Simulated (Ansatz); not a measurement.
Ideal-gas functions of `[SeH][SnH3]` at 500 K and 1 bar, from an Ansatz frequency run at PBE0-D4/def2-TZVP.

Molar mass 201.7 g/mol, point group Cs (symmetry number 1), electronic degeneracy 1, moments of inertia 10.066, 317.886, 320.075 u Å². Harmonic wavenumbers (cm⁻¹, unscaled): 107, 244, 407, 451, 648, 686, 711, 720, 1949, 1949, 1968, 2443.

Use S(trans) = R[1.5 ln M + 2.5 ln T − 1.1517]; rotational temperatures θ = 24.2544 K / I; S(rot) = R[ln(√π/σ · √(T³/θAθBθC)) + 1.5]; for each mode x = 1.438777 ν̃/T, S = R[x/(eˣ − 1) − ln(1 − e⁻ˣ)] and H = RT x/(eˣ − 1); 1 cm⁻¹ = 0.0119627 kJ/mol; R = 8.31446 J/(mol·K).

By hand: the entropy, in J/(mol·K).

Translation 185.8. Rotation: θ = 2.4095, 0.0763, 0.0758 K, giving 112.5. Vibration, mode by mode: 18.14, 11.42, 7.46, 6.71, 4.24, 3.89, 3.68, 3.60, 0.20, 0.20, 0.19, 0.06, in all 59.8. Electronic 0.0. Sum 358.1 J/(mol·K).

By hand: H − E and G − E in kJ/mol, counted from the electronic energy.

Zero-point energy ½ × 12283 × 0.0119627 = 73.5; thermal vibration 16.2; translation, rotation and pV give 4 RT = 16.6. H − E = 106.3 kJ/mol, and G − E = 106.3 − 500 × 358.1/1000 = -72.8 kJ/mol.

Vibration gives 17 % of the entropy, 18.1 J/(mol·K) of it from the mode under 150 cm⁻¹: soft modes count most, and the harmonic formula is weakest for them.
